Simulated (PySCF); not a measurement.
Work out the structure from these simulated measurements.

Formula: Si4H8.

* Triplet: lowest triplet excitation (Tamm–Dancoff): 4.49 eV [TDA CAM-B3LYP/def2-SVPD]
* Polarisability: 117.2 au [CAM-B3LYP/def2-SVPD]
* UV, strongest line: among the 8 lowest singlet transitions: S6/S7 at 6.50 eV (191 nm, f = 0.494 summed over these states) [TDDFT CAM-B3LYP/def2-SVPD]
* Rotational structure: rotational constants A, B, C: 2.623, 2.620, 1.387 GHz [GFN2-xTB]
* 1H NMR: chemical shifts (computed TMS as zero) by class: 4.20 (8 H) ppm [GIAO PBE0/pcSseg-1]
* UV, first state: lowest singlet excitation: 4.75 eV (261 nm, f = 0.000) [TDDFT CAM-B3LYP/def2-SVPD]
* XPS: Si2p3/2 106.1 (×4), Si1s 1845.7 (×4) eV [ΔSCF SCAN, pcX-2 on the ionised atom, pcseg-1 elsewhere, spin-free X2C, 2p3/2 from a spin–orbit splitting computed afterwards within the 2p shell]
* Dipole: 0.00 D by symmetry (numerical residue 0.02 D) [CAM-B3LYP/def2-SVPD]
* NMR, other nuclei: isotropic shieldings of nuclei other than C and H, by class: 442 (4 Si) ppm [GIAO PBE0/pcSseg-1]

Gas-phase values; electronic properties from PySCF, density fitting. Levels stand in brackets. Isolated species at its GFN2-xTB geometry, gas phase. NMR values are class means; diastereotopic atoms form classes of their own.

Q: Give a SMILES that accounts for the data.

A: Numbering: `[SiH2:1]1[SiH2:2][SiH2:3][SiH2:4]1`. Its formula, Si4H8, gives 1 degree of unsaturation: 1 ring and 0 π bonds in the structure found. All hydrogens form one class (4.20 ppm): Si–H hydrogen. The other shieldings belong to: 442 ppm, SiH2 silicon [Si1/Si2/Si3/Si4]. The core levels belong to: Si2p3/2 106.1 eV, SiH2 silicon [Si1/Si2/Si3/Si4]; Si1s 1845.7 eV, SiH2 silicon [Si1/Si2/Si3/Si4]. S1 is mainly HOMO→LUMO (weight 0.99); the largest Löwdin shares of the orbital it empties are 0.22 on each of 4 atoms of one kind (SiH2 silicon), of the orbital it fills 0.19 on each of 4 atoms of one kind (SiH2 silicon). The vanishing dipole is forced by symmetry. The optimised geometry has point group D4h and is an oblate symmetric top (the spread among constants that symmetry makes equal is optimisation noise). Structure: `[SiH2]1[SiH2][SiH2][SiH2]1`. The assignments are read from this structure; whether some other isomer fits the data as well wasn't checked.
